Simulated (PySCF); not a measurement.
CCl₄, charge +1, doublet, at a GFN2-xTB geometry (a state made from the parent by changing its charge; the spin is typed, not shown lowest), with bond 5-2 at 1.25 times its length; HF/6-31G in PySCF.

Input for PySCF:
```python
from pyscf import gto, scf

mol = gto.Mole()
mol.atom = '''
    Cl    1.366389   -1.147306   -0.082551
    C    -0.000000    0.000000   -0.000000
    Cl    0.623634    1.673005   -0.047743
    Cl   -1.088535   -0.269518   -1.390178
    Cl   -1.126859   -0.320226    1.900590
'''
mol.basis = '6-31g'
mol.charge = 1
mol.spin = 1
mol.verbose = 4
mol.build()

mf = scf.UHF(mol)
mf.kernel()
mo_i, mo_e, stable_i, stable_e = mf.stability(internal=True, external=True, return_status=True, nroots=6, tol=1e-6)
print('internally stable:', stable_i, ' externally stable:', stable_e)
if not stable_i:
    umf = mf.copy()
    umf.scf_summary = {}
    umf.kernel(umf.make_rdm1(mo_i, mf.mo_occ))
```

What the program printed (banner, timings and long lists left out):

```
PySCF version 2.14.0

[INPUT] verbose = 4
[INPUT] num. atoms = 5
[INPUT] num. electrons = 73
[INPUT] charge = 1
[INPUT] spin (= nelec alpha-beta = 2S) = 1
[INPUT] symmetry False subgroup None
[INPUT] Mole.unit = angstrom
[INPUT] Symbol           X                Y                Z      unit          X                Y                Z       unit  Magmom
[...]
nuclear repulsion = 411.530487235288
number of shells = 33
number of NR pGTOs = 206
number of NR cGTOs = 61
basis = 6-31g
ecp = {}

******** <class 'pyscf.scf.uhf.UHF'> ********
method = UHF
initial guess = minao
damping factor = 0
level_shift factor = 0
DIIS = <class 'pyscf.scf.diis.CDIIS'>
diis_start_cycle = 1
diis_space = 8
diis_damp = 0
SCF conv_tol = 1e-09
SCF conv_tol_grad = None
SCF max_cycles = 50
direct_scf = True
direct_scf_tol = 1e-13
number electrons alpha = 37  beta = 36
Set gradient conv threshold to 3.16228e-05
init E= -1875.98876377035

cycle= 1 E= -1874.71176815373  delta_E= 1.28  |g|= 0.69  |ddm|= 1.77
cycle= 2 E= -1874.7606215159  delta_E= -0.0489  |g|= 0.837  |ddm|= 1.64
cycle= 3 E= -1875.12668400165  delta_E= -0.366  |g|= 0.0698  |ddm|= 0.746
cycle= 4 E= -1875.13103484564  delta_E= -0.00435  |g|= 0.0189  |ddm|= 0.147
cycle= 5 E= -1875.13157404221  delta_E= -0.000539  |g|= 0.00555  |ddm|= 0.0582
cycle= 6 E= -1875.13163294237  delta_E= -5.89e-05  |g|= 0.0023  |ddm|= 0.0188
cycle= 7 E= -1875.13164779069  delta_E= -1.48e-05  |g|= 0.00167  |ddm|= 0.00739
cycle= 8 E= -1875.13165994783  delta_E= -1.22e-05  |g|= 0.00162  |ddm|= 0.00627
cycle= 9 E= -1875.13165794048  delta_E= 2.01e-06  |g|= 0.00159  |ddm|= 0.000957
cycle= 10 E= -1875.13163471536  delta_E= 2.32e-05  |g|= 0.00111  |ddm|= 0.0144
cycle= 11 E= -1875.13162769158  delta_E= 7.02e-06  |g|= 0.000612  |ddm|= 0.0117
cycle= 12 E= -1875.13162750796  delta_E= 1.84e-07  |g|= 9.59e-05  |ddm|= 0.00762
cycle= 13 E= -1875.13162752243  delta_E= -1.45e-08  |g|= 3.63e-05  |ddm|= 0.000572
cycle= 14 E= -1875.13162752496  delta_E= -2.54e-09  |g|= 8.05e-06  |ddm|= 0.000167
cycle= 15 E= -1875.1316275251  delta_E= -1.34e-10  |g|= 3.2e-06  |ddm|= 3.19e-05
Extra cycle  E= -1875.13162752514  delta_E= -4e-11  |g|= 3.19e-06  |ddm|= 1.15e-05
converged SCF energy = -1875.13162752514  <S^2> = 0.76515123  2S+1 = 2.0150943
uhf_internal: lowest eigs of H = [-0.12823256 -0.12821927 -0.12460434 -0.01023608  0.05023318  0.05023982]
<class 'pyscf.scf.uhf.UHF'> wavefunction has an internal instability
[...]
<class 'pyscf.scf.uhf.UHF'> wavefunction has an real -> complex instability
<class 'pyscf.scf.uhf.UHF'> wavefunction has an UHF/UKS -> GHF/GKS instability
internally stable: False  externally stable: False
[...]
cycle= 19 E= -1875.15517463308  delta_E= 3.82e-06  |g|= 0.00031  |ddm|= 0.00799
cycle= 20 E= -1875.15516878967  delta_E= 5.84e-06  |g|= 0.000287  |ddm|= 0.0136
cycle= 21 E= -1875.15516412047  delta_E= 4.67e-06  |g|= 0.000271  |ddm|= 0.0132
cycle= 22 E= -1875.15516308083  delta_E= 1.04e-06  |g|= 0.000272  |ddm|= 0.00353
cycle= 23 E= -1875.15516310783  delta_E= -2.7e-08  |g|= 0.000271  |ddm|= 0.000138
cycle= 24 E= -1875.15516334085  delta_E= -2.33e-07  |g|= 0.000274  |ddm|= 0.000657
cycle= 25 E= -1875.15516239758  delta_E= 9.43e-07  |g|= 0.000266  |ddm|= 0.00278
cycle= 26 E= -1875.15515943846  delta_E= 2.96e-06  |g|= 0.000244  |ddm|= 0.00948
cycle= 27 E= -1875.15515476834  delta_E= 4.67e-06  |g|= 0.0002  |ddm|= 0.0196
cycle= 28 E= -1875.15515143689  delta_E= 3.33e-06  |g|= 0.000165  |ddm|= 0.0247
cycle= 29 E= -1875.15515100937  delta_E= 4.28e-07  |g|= 0.000121  |ddm|= 0.0109
cycle= 30 E= -1875.15515107258  delta_E= -6.32e-08  |g|= 8.78e-05  |ddm|= 0.012
cycle= 31 E= -1875.15515117495  delta_E= -1.02e-07  |g|= 7.88e-05  |ddm|= 0.00258
cycle= 32 E= -1875.15515123447  delta_E= -5.95e-08  |g|= 7.99e-05  |ddm|= 0.00124
cycle= 33 E= -1875.15515124836  delta_E= -1.39e-08  |g|= 7.95e-05  |ddm|= 0.000204
cycle= 34 E= -1875.15515122474  delta_E= 2.36e-08  |g|= 7.85e-05  |ddm|= 0.000561
cycle= 35 E= -1875.15515119563  delta_E= 2.91e-08  |g|= 7.76e-05  |ddm|= 0.000672
cycle= 36 E= -1875.15515117941  delta_E= 1.62e-08  |g|= 7.79e-05  |ddm|= 0.000555
cycle= 37 E= -1875.15515111833  delta_E= 6.11e-08  |g|= 7.95e-05  |ddm|= 0.00203
cycle= 38 E= -1875.15515124888  delta_E= -1.31e-07  |g|= 7.75e-05  |ddm|= 0.00383
cycle= 39 E= -1875.15515125564  delta_E= -6.76e-09  |g|= 7.8e-05  |ddm|= 0.00011
cycle= 40 E= -1875.15515125829  delta_E= -2.65e-09  |g|= 7.38e-05  |ddm|= 0.000512
cycle= 41 E= -1875.1551512482  delta_E= 1.01e-08  |g|= 6.76e-05  |ddm|= 0.000508
cycle= 42 E= -1875.15515123702  delta_E= 1.12e-08  |g|= 5.57e-05  |ddm|= 0.000395
cycle= 43 E= -1875.15515107028  delta_E= 1.67e-07  |g|= 3.74e-05  |ddm|= 0.00403
cycle= 44 E= -1875.15515097498  delta_E= 9.53e-08  |g|= 1.95e-05  |ddm|= 0.00517
cycle= 45 E= -1875.15515097079  delta_E= 4.19e-09  |g|= 1.48e-05  |ddm|= 0.00109
cycle= 46 E= -1875.15515097177  delta_E= -9.8e-10  |g|= 9.02e-06  |ddm|= 0.000168
Extra cycle  E= -1875.15515097202  delta_E= -2.51e-10  |g|= 7.57e-06  |ddm|= 2.65e-05
converged SCF energy = -1875.15515097202  <S^2> = 0.75731211  2S+1 = 2.0072988
```
